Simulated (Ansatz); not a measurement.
Reaction (atomization): `[CH3][AlH][SnH2][OH]` → Al• + C• + 7 H• + O• + Sn•

Calculated with Ansatz (gas phase, PBE0-D4/def2-TZVP geometries, no zero-point term in ΔE). CCSD(T)/CBS adds triple-zeta CCSD(T) − MP2 to the extrapolated MP2 energy (def2 sets, frozen cores). This one scheme is used for every species, atoms too. Functionals use def2-TZVPP. No spin–orbit coupling; open shells (•) take unrestricted orbitals. Spin–orbit coupling would lower the free atoms: a little for Al, C, O; strongly for Sn. Elements past krypton have def2 core potentials. For Sn outer-core shells are correlated without core-valence functions, so the limit isn't a true one: a few kJ/mol of doubt a bond, and 10 to 20 or more in all where bonds break to atoms. Each species was taken in one conformer, which may not be the lowest.

`[CH3][AlH][SnH2][OH]`:

```xyz
11

C     0.263   -1.001   -1.909
Al    1.082   -0.781   -0.157
Sn   -0.117    0.785    1.636
O    -1.718    1.406    0.631
H    -0.674   -0.448   -1.999
H     0.061   -2.059   -2.110
H     0.943   -0.658   -2.696
H     2.442   -1.506    0.233
H     0.706    2.209    2.149
H    -0.713    0.057    3.078
H    -2.275    1.996    1.143
```

| level | ΔE (kJ/mol) |
| --- | --- |
| r2SCAN-D4 | 3341.8 |
| ωB97M-V | 3339.8 |
| B2PLYP | 3289.1 |
| r2SCAN | 3336.9 |
| CCSD/def2-TZVPP | 3228.6 |
| SCS-MP2/def2-QZVPP | 3344.2 |
| HF/CBS(def2) | 2418.0 |
| CCSD/CBS(def2) | 3324.2 |

What does CCSD(T)/CBS give? (Estimate.)

Ansatz gave: +3367.5 kJ/mol. The listed levels differ from it by -25.7, -27.7, -78.4, -30.6, -138.9, -23.3, -949.5, -43.3 kJ/mol.

Largest T1 diagnostic among the species: 0.018.

The D4 term adds +31.7 kJ/mol with B3LYP and +16.9 kJ/mol with PBE0; it sums over pairs of atoms, weighted by their polarisabilities, and B3LYP, whose exchange is more repulsive, gets the larger term. In def2-TZVPP, CCSD(T) changes the Hartree–Fock value by +861.5 kJ/mol (the triples alone add +43.4 kJ/mol) and MP2 by +861.0 kJ/mol; breaking electron pairs costs correlation energy, which Hartree–Fock lacks.

B3LYP here is the variant with VWN-RPA as its local correlation; programs differ in this.

For atomizations the MP2-based limit and the directly extrapolated one differ by several kJ/mol either way, and by 10 to 25 for some Ge, Se and Sn compounds, so smaller differences from it don't rank the levels.
